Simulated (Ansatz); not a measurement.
One change: `[CH3][SnH]([OH])[SH]` becomes `[CH3][SnH]([OH])[F]`.

Ansatz, PBE0-D4/def2-TZVP geometries, multiplicity 1. Each molecule was computed in one conformer, which needn't be the lowest.

Elements past krypton have def2 core potentials.

```tsv
property	`[CH3][SnH]([OH])[SH]`
HOMO energy (PBE/def2-TZVPP) / eV	-6.13
HOMO energy (B3LYP/def2-TZVPP) / eV	-7.13
LUMO energy (ωB97M-V/def2-TZVPP) / eV	1.41
size of the dipole moment (B3LYP/def2-TZVPP) / D	1.19
HOMO–LUMO gap (PBE0/def2-TZVPP) / eV	7.01
size of the dipole moment (PBE/def2-TZVPP) / D	1.16
```

(1) Give the same properties after the change, and the shifts. (An estimate is asked.)

## Answers

(1) Computed: 
```
                                        property  `[CH3][SnH]([OH])[F]`  shift
               HOMO energy (PBE/def2-TZVPP) / eV                  -6.95  -0.82
             HOMO energy (B3LYP/def2-TZVPP) / eV                  -8.26  -1.13
           LUMO energy (ωB97M-V/def2-TZVPP) / eV                   1.30  -0.11
size of the dipole moment (B3LYP/def2-TZVPP) / D                   2.96   1.77
            HOMO–LUMO gap (PBE0/def2-TZVPP) / eV                   8.09   1.08
  size of the dipole moment (PBE/def2-TZVPP) / D                   2.82   1.66
```

The zero-point energy changes by -19.4 kJ/mol with -3 modes. Dipoles are sizes alone; their direction can turn.

B3LYP here is the variant with VWN-RPA as its local correlation; programs differ in this.
